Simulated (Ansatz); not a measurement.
Molecule: C₄H₈F (charge -1, singlet). It need not be the lowest isomer of its formula. Whether it binds its extra electron was not tested at this geometry. 
Geometry from a B3LYP-D3(BJ)/def2-TZVP (Ansatz, a first-principles code) optimisation:
```
C
H 1 1.0931
H 1 1.0968 2 106.50
C 1 1.5301 2 109.99 3 -118.85
H 4 1.0949 1 110.68 2 -62.35
H 4 1.0959 5 107.02 1 121.11
H 4 1.0968 5 107.51 6 115.25
C 1 1.5456 2 107.69 3 116.23
H 8 1.1018 1 108.58 2 -174.30
H 8 1.1031 9 105.77 1 114.71
C 8 1.5198 9 106.51 10 116.78
H 11 1.1140 8 105.46 9 71.54
F 11 1.5241 12 100.19 8 -106.78
```
Charge -1, spin multiplicity 1.

Basis-set convergence of Hartree-Fock and CCSD correlation energies (hartree) with Ansatz. Correlated levels leave the core frozen unless marked. No spin-orbit coupling. Non-relativistic. This anion needs diffuse functions, which these sets lack.

```
basis    functions       E(HF)  E(corr, CCSD)
-------  ---------  ----------  -------------
cc-pVDZ        110  -255.47353       -0.82467
cc-pVTZ        262         ___            ___
```

Complete the blanks.


- cc-pVTZ, E(HF): -255.55620
- cc-pVTZ, E(corr, CCSD): -1.01001
